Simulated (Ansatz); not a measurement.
`[SiH3][SiH]1NC[SiH2]1` + `O[Si](O)(F)Cl` → `O[Si](F)(Cl)O[SiH3]` + `C1N[SiH2][SiH2]1`  (cleavage of the Si–Si bond)

Calculated with Ansatz (gas phase, PBE0-D4/def2-TZVP geometries, no zero-point term in ΔE). CCSD(T)/CBS adds triple-zeta CCSD(T) − MP2 to the extrapolated MP2 energy (def2 sets, frozen cores). This one scheme is used for every species. Functionals use def2-TZVPP. Each species was taken in one conformer, which may not be the lowest.

`[SiH3][SiH]1NC[SiH2]1`:

Z-matrix (Å, degrees):
```
Si
Si 1 2.346
H 1 1.489 2 110.3
H 1 1.490 2 110.5 3 120.0
H 1 1.491 2 111.4 3 -119.9
N 2 1.733 1 115.6 3 55.9
Si 2 2.330 1 120.1 3 -32.7
H 2 1.497 1 107.6 3 -173.8
C 6 1.465 2 110.5 1 -115.7
H 6 1.007 2 130.8 1 59.6
H 7 1.488 2 119.6 1 0.4
H 7 1.488 2 120.1 1 -138.5
H 9 1.097 6 113.2 2 116.7
H 9 1.097 6 112.9 2 -120.4
```

`O[Si](O)(F)Cl`:

Cartesian coordinates in Å:
```
O 0.749 0.595 0.965
Si -0.018 -0.032 -0.316
O -1.112 -1.096 0.204
F -0.696 1.137 -1.142
Cl 1.228 -0.976 -1.602
H 1.369 1.314 0.832
H -1.518 -0.941 1.058
```

`O[Si](F)(Cl)O[SiH3]`:

Cartesian coordinates in Å:
```
O 0.244 -1.948 -1.590
Si 0.662 -0.506 -0.999
F 0.770 0.561 -2.162
Cl 2.498 -0.701 -0.174
O -0.408 0.036 0.067
Si -0.704 0.960 1.397
H -0.658 -2.077 -1.890
H -2.066 0.622 1.874
H 0.298 0.658 2.447
H -0.636 2.395 1.030
```

`C1N[SiH2][SiH2]1`:

Cartesian coordinates in Å:
```
C 0.273 0.379 1.130
N 0.801 0.873 -0.146
Si 0.100 0.009 -1.467
Si -0.895 -0.958 0.400
H 1.049 -0.042 1.781
H -0.262 1.148 1.699
H 1.476 1.619 -0.127
H -0.706 0.829 -2.421
H 1.056 -0.769 -2.311
H -0.553 -2.354 0.786
H -2.339 -0.733 0.675
```

**Question.** Is it downhill or uphill in electronic energy at CCSD(T)/CBS, and by how much? (An estimate is asked.)

**Answer.** Ansatz gave: Downhill: ΔE = -24.0 kcal/mol.

**Question.** What do these levels give: B2PLYP, PBE0, HF/def2-TZVPP, HF/def2-QZVPP, SCS-MP2/def2-QZVPP, HF/CBS(def2)? (Best estimate.)

**Answer.** The calculation gave: B2PLYP -25.0, PBE0 -19.5, HF/def2-TZVPP -31.1, HF/def2-QZVPP -31.8, SCS-MP2/def2-QZVPP -27.1, HF/CBS(def2) -31.9 kcal/mol.

Largest T1 diagnostic among the species: 0.013.

From PBE to PBE0 (25 % exact exchange), in def2-TZVPP and without D4, ΔE moves by −2.3 kcal/mol. In def2-TZVPP, CCSD(T) changes the Hartree–Fock value by +7.1 kcal/mol (the triples alone add +1.1 kcal/mol) and MP2 by +5.7 kcal/mol.
